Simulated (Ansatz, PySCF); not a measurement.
Molecule: sum formula HSiO, net charge 0, doublet state. It need not be the lowest isomer of its formula. SMILES: O=[SiH]
Geometry: optimised at B3LYP-D3(BJ)/def2-TZVP (Ansatz, an electronic-structure program).

Property: vertical electron affinity (to the singlet state of charge -1; a negative value means that the extra electron is unbound and the number depends on the basis; each state is the SCF solution reached for its spin; for the singlet the Hartree-Fock reference is unstable and T1 is 0.020), in eV. Valence correlation only, unless marked. UHF or UKS for open shells. No spin-orbit coupling. Non-relativistic. Anions need diffuse functions: aug- sets have them; def2-D sets add few. CBS(X,Y): correlation extrapolated as X^-3; Hartree-Fock from the larger set. [CCSD(T)-MP2]/basis is that difference in the basis named.

```tsv
level	program	vertical electron affinity (eV)	minus last row
M06-2X/def2-TZVPD	PySCF	1.77	-0.07
CAM-B3LYP/def2-TZVPD	Ansatz	1.78	-0.06
B2PLYP/def2-TZVPD	Ansatz	1.64	-0.20
SCS-MP2/def2-SVPD	Ansatz	1.49	-0.35
CCSD/aug-cc-pV(Q+d)Z	Ansatz	1.81	-0.03
CCSD(T)/def2-SVPD	Ansatz	1.54	-0.30
CCSD(T)/def2-TZVPPD	Ansatz	1.73	-0.11
RI-MP2/CBS(aug-cc-pV(T+d)Z,aug-cc-pV(Q+d)Z)+[CCSD(T)-MP2]/aug-cc-pV(T+d)Z	Ansatz	1.87	0.03
RI-MP2/CBS(aug-cc-pV(T+d)Z,aug-cc-pV(Q+d)Z)+[CCSD(T)-MP2]/aug-cc-pV(Q+d)Z	Ansatz	1.85	0.01
CCSD(T)/CBS(aug-cc-pV(T+d)Z,aug-cc-pV(Q+d)Z)	Ansatz	1.84	0.00
```
